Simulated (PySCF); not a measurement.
**Question.** Give a PBE0-D3(BJ)/def2-SVP geometry of `CCN[Si@@H](C)C[CH2][GeH3]`.

**Answer.** 
```
atom  x, y, z in Å
C1    -3.246    1.555    0.725
C2    -2.982    0.351   -0.169
N3    -1.582    0.062   -0.400
Si4   -0.567   -0.853    0.678
C5    -1.430   -2.451    1.145
C6     1.045   -1.222   -0.233
C7     1.696   -0.064   -0.992
Ge8    2.155    1.510    0.092
H9    -2.809    2.469    0.292
H10   -4.326    1.729    0.858
H11   -2.796    1.414    1.720
H12   -3.492    0.496   -1.139
H13   -3.451   -0.545    0.273
H14   -1.118    0.802   -0.919
H15   -0.226   -0.130    1.958
H16   -0.740   -3.095    1.714
H17   -2.314   -2.279    1.778
H18   -1.749   -2.996    0.243
H19    0.831   -2.052   -0.931
H20    1.747   -1.632    0.516
H21    2.627   -0.391   -1.486
H22    1.037    0.284   -1.806
H23    0.877    2.242    0.552
H24    2.960    1.094    1.339
H25    3.001    2.488   -0.749
```

Any rigid rotation of these coordinates is as good. Atoms count from 1 in this order. N3 (silicon-bound nitrogen) has angles 124.8°, 115.7° and 112.2°, sum 352.6°, 0.21 Å off the plane of its three neighbours. Si4 (SiH silicon) is distorted tetrahedral (angles from 107.5° to 113.9°). Of the pairs four or more bonds apart, H14···H22 is among the closest relative to their van der Waals radii: 2.39 Å, 99 % of the sum of Bondi's values. Ge8 (germanium bonded to C and 3 H) is tetrahedral (angles from 108.4° to 110.6°).

Bonds between heavy atoms (Å): C1–C2 1.523, C2–N3 1.448, N3–Si4 1.741, Si4–C5 1.875, Si4–C6 1.888, C6–C7 1.530, C7–Ge8 1.966.

Computed with PBE0-D3(BJ)/def2-SVP geometry optimisation, gas phase in PySCF.

Point group: C1 (no symmetry element, even within 0.4 Å). No PBE0-D3(BJ)/def2-SVP frequencies stand behind this structure, so it isn't proved a minimum. One conformer, not necessarily the lowest (C1–C2–N3–Si4 83°, C2–N3–Si4–C5 49°, N3–Si4–C6–C7 46°, Si4–C6–C7–Ge8 58°).
